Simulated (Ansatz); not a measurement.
```yaml
crystal:
  periodic: [false, false, false]
  atoms:
    - {symbol: Fe, position_ang: [0.803847, -0.544672, 0.000103]}
    - {symbol: C, position_ang: [0.004225, 0.026914, 1.632630]}
    - {symbol: H, position_ang: [-0.029005, 1.112354, 1.767888]}
    - {symbol: H, position_ang: [0.682915, -0.392274, 2.401823]}
    - {symbol: H, position_ang: [-0.996958, -0.378972, 1.809196]}
    - {symbol: C, position_ang: [-0.022945, -0.014173, -1.632588]}
    - {symbol: H, position_ang: [-1.042923, -0.386677, -1.768386]}
    - {symbol: H, position_ang: [0.618827, -0.488615, -2.401375]}
    - {symbol: H, position_ang: [-0.017983, 1.066115, -1.809280]}
basis:
  gaussian: {orbitals: def2-TZVP, initial_orbitals: start.molden}
hamiltonian: {xc: pbe}
correlation: {method: rpa}
scf: {omitted_lower_state_checks: [starts]}
```

The file start.molden holds the orbitals of an earlier run on this structure, at another level or in another basis.

```sh
$ ansatz run in.yaml --threads 2 --pin off --events-out ev --progress --plain --max-ram 4352MiB
```

It prints (some lines left out):

```
Functional definition: PBE
1133 factors; integrals over basis functions are off by at most 1.2e-3 eV
mean field evaluation 1: about -36547.5014 eV, gradient 9.6e0 eV
mean field evaluation 2: about -36547.7554 eV, gradient 3.9e-1 eV
mean field evaluation 4: about -36547.7555 eV, gradient 1.4e-2 eV
mean field evaluation 8: about -36547.7555 eV, gradient 2.8e-6 eV
mean field -36547.75553593 eV, -1343.1052429868 hartree, gradient 2.8e-6 eV, S^2 0.000000; 0 other end points of the search recorded, 0 dependent functions left out; unrestricted orbitals would lower it
mean field evaluation 16: about -36503.9263 eV, gradient 8.8e0 eV
mean field evaluation 32: about -36504.6436 eV, gradient 3.0e-2 eV
7 core orbitals not correlated: weight in the atoms' cores, before any rotation towards them, 1.000 or more for the frozen orbitals, at most 0.000 for the correlated occupied ones
reference -36499.55349421 eV, -1341.3338506263 hartree; 15, 15 occupied and 121, 121 virtual orbitals, 1133 factors
Error: the energy between an occupied orbital and the lowest state that it is excited into in its spin channel is -0.4110 eV and must be positive: a state without a gap has no random-phase energy
```

Can the result of this run be used?

No. The run stopped with an error. The reference has no gap: an occupied orbital lies above an empty one, and the correlation energy can't be formed.
